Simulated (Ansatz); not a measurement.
A CCSD(T) single point on `C[O][Y]([CH3])[O]C`.

```yaml
crystal:
  periodic: [false, false, false]
  atoms:
    - {symbol: C, position_ang: [0.103874, 2.829152, -1.451049]}
    - {symbol: O, position_ang: [0.397233, 1.602565, -0.877282]}
    - {symbol: Y, position_ang: [0.612961, -0.189313, 0.026695]}
    - {symbol: C, position_ang: [1.161588, -1.986371, -1.434276]}
    - {symbol: O, position_ang: [-0.415159, -0.722684, 1.679933]}
    - {symbol: C, position_ang: [-1.234578, -0.982299, 2.766547]}
    - {symbol: H, position_ang: [-0.871595, 3.207420, -1.117694]}
    - {symbol: H, position_ang: [0.078360, 2.761164, -2.546285]}
    - {symbol: H, position_ang: [0.857323, 3.582214, -1.184923]}
    - {symbol: H, position_ang: [1.525991, -2.882798, -0.914895]}
    - {symbol: H, position_ang: [0.276379, -2.311553, -1.999991]}
    - {symbol: H, position_ang: [1.916536, -1.728074, -2.188988]}
    - {symbol: H, position_ang: [-1.765021, -0.079777, 3.098716]}
    - {symbol: H, position_ang: [-1.989395, -1.741382, 2.524011]}
    - {symbol: H, position_ang: [-0.654488, -1.358274, 3.619491]}
basis:
  gaussian: {orbitals: def2-TZVPP}
correlation: {method: ccsd_t}
```

```sh
$ ansatz run in.yaml --threads 2 --pin off --events-out ev --progress --plain --max-ram 22528MiB --backend cuda --devices 0, --max-vram 18GiB
```

Log, shortened:

```
Functional definition: HF
2031 factors; integrals over basis functions are off by at most 1.0e-3 eV
mean field evaluation 1: about -8336.7367 eV, gradient 6.2e1 eV
mean field evaluation 2: about -8336.9751 eV, gradient 6.3e1 eV
mean field evaluation 4: about -8344.7635 eV, gradient 5.3e0 eV
mean field evaluation 8: about -8344.8759 eV, gradient 5.7e-1 eV
mean field -8344.87787827 eV, -306.6686056651 hartree, gradient 2.7e-6 eV, S^2 0.000000; 0 other end points of the search recorded, 0 dependent functions left out
5 core orbitals not correlated: weight in the atoms' cores, before any rotation towards them, 1.000 or more for the frozen orbitals, at most 0.000 for the correlated occupied ones
reference -8344.87787827 eV, -306.6686056651 hartree; 22, 22 occupied and 310, 310 virtual orbitals, 2031 factors
second order -34.66572081 eV of doubles, -0.00000000 eV of singles
cycle   1  -34.83274785 eV  change   -1.7e-1 eV  update   1.4e-1
cycle   2  -35.60457536 eV  change   -7.7e-1 eV  update   4.8e-2
cycle   3  -35.84755334 eV  change   -2.4e-1 eV  update   2.6e-2
cycle   4  -35.83563560 eV  change    1.2e-2 eV  update   7.7e-3
cycle   5  -35.82924008 eV  change    6.4e-3 eV  update   3.8e-3
cycle   6  -35.83068082 eV  change   -1.4e-3 eV  update   1.5e-3
cycle   7  -35.83013588 eV  change    5.4e-4 eV  update   6.8e-4
cycle   8  -35.82979964 eV  change    3.4e-4 eV  update   3.2e-4
cycle   9  -35.82995673 eV  change   -1.6e-4 eV  update   1.7e-4
cycle  10  -35.83002514 eV  change   -6.8e-5 eV  update   5.5e-5
cycle  11  -35.82997543 eV  change    5.0e-5 eV  update   2.2e-5
perturbative correction -1.33984271 eV, -0.0492383116 hartree
Total energy: -8382.04769642 eV, -308.0345712873 hartree
```

Run time 8 s (2 threads of an AMD EPYC 7R13 on a shared host and a share of an NVIDIA H100 80 GB); peak host memory 0.88 GiB.

Correlation energy per correlated electron: -0.845 eV. T1 diagnostic: 0.0140.
